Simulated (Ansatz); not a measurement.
Cost and result up the ladder for H2Ga(BH4) (GaBH6) (8 atoms). The state is a singlet with charge 0. Geometry: r2SCAN-D4/def2-TZVP.

```xyz
8

Ga    0.645    0.127    0.958
H     0.155    0.912   -0.551
B    -0.569   -0.113   -0.846
H    -0.454   -0.970    0.110
H     2.099   -0.386    0.835
H    -0.088    0.784    2.152
H    -0.082   -0.611   -1.816
H    -1.705    0.256   -0.842
```

Ansatz on 4 threads of Arm Neoverse V2 on a shared host. Times are rough, and most runs start from the orbitals of an earlier one. PBE0-D4/def2-TZVPD serves as the yardstick here, not as an exact answer. Differences are given only for rows in sets of like size (and for xTB, whose basis is part of the method), since another set adds its own error. Binding counts from free atoms at the same level (Ga doublet, H doublet, B doublet; other spins of the atoms weren't run), without zero-point energy or a counterpoise term.

LC-ωPBE has ω = 0.4 bohr⁻¹. B3LYP takes the VWN-RPA correlation. Correlated methods freeze 10 core orbitals; core or outer-core shells of Ga are correlated, in sets that lack core-valence functions.

Correlated methods converge slowly with the basis.

```tsv
level	functions	wall time	binding energy per atom (eV)	difference from PBE0-D4/def2-TZVPD (eV)
PBE-D4/def2-SVP	76	0.35 s	2.77	–
MP2/def2-TZVP	115	0.4 s	2.68	-0.10
revPBE-D4/def2-TZVP	115	0.55 s	2.73	-0.05
PBE0-D4/def2-SVP	76	0.55 s	2.79	–
PBE-D4/def2-TZVP	115	0.6 s	2.77	-0.01
B3LYP-D4/def2-TZVP	115	0.7 s	2.80	0.02
PBE-D4/def2-TZVPD	145	0.8 s	2.77	-0.01
PBE0-D4/def2-TZVP	115	0.85 s	2.78	0.00
LC-ωPBE/def2-TZVP (with forces)	115	0.85 s	2.79	0.01
PBE0-D4/def2-TZVPD	145	0.95 s	2.78	0.00
r2SCAN-D4/def2-TZVP	115	1.2 s	2.83	0.05
r2SCAN-D4/def2-TZVPD	145	1.7 s	2.83	0.05
B97M-V/def2-TZVP	115	2.5 s	2.83	0.05
CCSD(T)/def2-TZVPD	145	7 s	2.73	-0.05
```
